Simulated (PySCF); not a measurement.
# Finite-field polarisability of Br (bromine, neutral)

[Ar] 3d10 4s2 4p5, 2P determinant. All numbers are calculated (PySCF 2.14, the non-relativistic Hamiltonian (point nucleus), in def2-TZVPPD (7s6p5d1f, 57 functions)). Frozen: [Ar] 3d10. Energy changes in a uniform field (μhartree):

```
axis  F (au)        HF       MP2      CCSD   CCSD(T)
   x  0.0033  -101.165  -102.214  -101.940  -102.266
   x  0.0066  -404.742  -408.957  -407.861  -409.170
   y  0.0031  -101.717  -103.502  -103.149  -103.710
   y  0.0062  -407.034  -414.204  -412.792  -415.044
```

By symmetry the remaining axis equals y.

Question: Derive α along x at CCSD(T) from the two fields.

Answer: With ΔE = −αF²/2 − γF⁴/24, α = −(16 ΔE(F) − ΔE(2F))/(6F²) = 18.78 bohr³.

Question: And the mean polarisability at each level?

Answer: The components xx, yy, zz at CCSD(T) are 18.78, 21.58, 21.58, the third axis being equal by symmetry to one of the two computed. Means: HF 20.30, MP2 20.61, CCSD 20.55, CCSD(T) 20.65 bohr³. Reference: 21 ± 1 bohr³ (recommended; Schwerdtfeger and Nagle, table of static dipole polarizabilities (2023 update)).
